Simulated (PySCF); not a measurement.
C2H5BClO2 (charge -1).
SMILES with atom numbers: `[Cl:1][BH-:2]1[O:3][CH2:4][CH2:5][O:6]1` (hydrogens: H7 on B2; H8, H9 on C4; H10, H11 on C5)

The closed-shell SCF was solved with PySCF and density fitting under several settings on one GFN2-xTB geometry (grid level 2 and gas phase unless stated).

```tsv
settings	basis functions	SCF cycles	E (Eh)	HOMO (eV)	LUMO (eV)
PBE0/pcSseg-1	134	12	-714.3906	-2.11	5.47
BHandHLYP/6-31G, energy threshold 1e-08 Eh	68	8	-714.6055	-3.41	7.84
PW91/6-31G, energy threshold 1e-11 Eh	68	12	-714.6434	-0.34	5.99
```

Problem. Estimate the rows for these settings: (1) OPBE/pcseg-1, fitting basis def2-universal-jkfit; (2) PBE0/IGLO-II, grid level 1; (3) LDA/pcseg-1, damping 0.1 at the start, DIIS from the seventh cycle, start guess atom.

Solution. 
```json
{"settings": "OPBE/pcseg-1, fitting basis def2-universal-jkfit", "basis functions": "113", "SCF cycles": "10", "E (Eh)": "-714.6411", "HOMO (eV)": "-0.67", "LUMO (eV)": "4.83"}
{"settings": "PBE0/IGLO-II, grid level 1", "basis functions": "175", "SCF cycles": "10", "E (Eh)": "-714.4709", "HOMO (eV)": "-2.02", "LUMO (eV)": "5.43"}
{"settings": "LDA/pcseg-1, damping 0.1 at the start, DIIS from the seventh cycle, start guess atom", "basis functions": "113", "SCF cycles": "38", "E (Eh)": "-711.2661", "HOMO (eV)": "-0.74", "LUMO (eV)": "4.47"}
```

Problem. Over all rows, what range does the HOMO–LUMO gap span?

Solution. From 5.21 eV (LDA/pcseg-1, damping 0.1 at the start, DIIS from the seventh cycle, start guess atom) to 11.25 eV (BHandHLYP/6-31G, energy threshold 1e-08 Eh). The functional of the narrowest has no exact exchange, that of the widest 50 % exact exchange.

Problem. Compare two rows with the functional PBE0: PBE0/IGLO-II, grid level 1 and PBE0/pcSseg-1. Which energy is lower, and by how much?

Solution. PBE0/IGLO-II, grid level 1 (175 functions) lies 0.0803 Eh or 50 kcal/mol below PBE0/pcSseg-1 (134 functions).

Cycle counts include a coarse-grid stage where the run had one.

One conformer stands for the species.
